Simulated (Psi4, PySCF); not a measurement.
Input for PySCF:
```python
from pyscf import gto, scf, mp

mol = gto.Mole()
mol.atom = '''
    C    -0.01104778    1.15299217    0.29268087
    C     0.00606920   -1.07161673    0.36284337
    C     0.77792320    0.05175663   -0.24703001
    C    -0.77530873    0.03948149   -0.25730269
    H    -0.01656875    2.16285392   -0.07926104
    H    -0.00045853   -1.14950133    1.44290558
    H     0.01698984   -2.03272552   -0.13990186
    H     1.48440418    0.00352078   -1.05567554
    H    -1.47018212   -0.01982922   -1.07521641
'''
mol.basis = 'sto-3g'
mol.spin = 1
mol.verbose = 4
mol.build()

mf = scf.UHF(mol)
mf.kernel()

pt = mp.MP2(mf, frozen=4)
pt.kernel()
print('E(MP2) = %.10f' % pt.e_tot)
```

Convert this to an input for Psi4.

One answer among several that fit: 
```
memory 2 GB

molecule mol {
0 2
  C    -0.011048    1.152992    0.292681
  C     0.006069   -1.071617    0.362843
  C     0.777923    0.051757   -0.247030
  C    -0.775309    0.039481   -0.257303
  H    -0.016569    2.162854   -0.079261
  H    -0.000459   -1.149501    1.442906
  H     0.016990   -2.032726   -0.139902
  H     1.484404    0.003521   -1.055676
  H    -1.470182   -0.019829   -1.075216
}

set basis sto-3g
set reference uhf
set freeze_core true
set mp2_type conv
set scf_type pk
set puream true
set d_convergence 1e-8

energy('mp2')
print_variables()
```

Both were run: PySCF gave -152.553900 Eh and Psi4 -152.553900 Eh, 0.000 mEh apart.
